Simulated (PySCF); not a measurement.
**A small calculation by hand: dipole moment from atomic charges**

CH3ClF2OSi, SMILES OC[Si](F)(F)Cl. Atoms are numbered in the order given.

```xyz
9

O     -2.3642     0.1618     0.1733
C     -1.4574    -0.8583    -0.2025
Si     0.3148    -0.3569     0.1253
F      0.6761    -0.3217     1.6933
F      1.3590    -1.3697    -0.5694
Cl     0.6083     1.5313    -0.6381
H     -2.1490     0.9595    -0.3309
H     -1.5632    -1.1682    -1.2630
H     -1.6935    -1.7501     0.4022
```
Charge 0, spin multiplicity 1.

Geometry: B3LYP-D3(BJ)/def2-SVP. The structure was generated by enumeration, and PubChem lists no compound with its InChIKey, so it may never have been made. One conformer was computed; it need not be the lowest.

Charges (e) from PySCF with B3LYP/def2-TZVP:

```json
[
 {"atom": "O1", "ESP fit": "-0.510", "Mulliken": "-0.434"},
 {"atom": "C2", "ESP fit": "-0.114", "Mulliken": "-0.141"},
 {"atom": "Si3", "ESP fit": "0.533", "Mulliken": "0.863"},
 {"atom": "F4", "ESP fit": "-0.203", "Mulliken": "-0.298"},
 {"atom": "F5", "ESP fit": "-0.224", "Mulliken": "-0.306"},
 {"atom": "Cl6", "ESP fit": "-0.117", "Mulliken": "-0.232"},
 {"atom": "H7", "ESP fit": "0.370", "Mulliken": "0.307"},
 {"atom": "H8", "ESP fit": "0.091", "Mulliken": "0.114"},
 {"atom": "H9", "ESP fit": "0.174", "Mulliken": "0.127"}
]
```

The dipole moment of the full density is 1.69 D.

Q: What dipole moment does each set of point charges give, and which comes closer to that of the density?

A: 
μ = Σ q r, and 1 e Å = 4.8032 D.
ESP fit: Σ q r = (-0.205, -0.038, -0.307) e Å, |μ| = 1.78 D.
Mulliken: Σ q r = (-0.308, -0.158, -0.315) e Å, |μ| = 2.25 D.
ESP fit comes closer in size. Point charges leave out the atoms' own dipoles (lone pairs, polarised bonds); fits to the potential absorb them, partitions of the density don't.
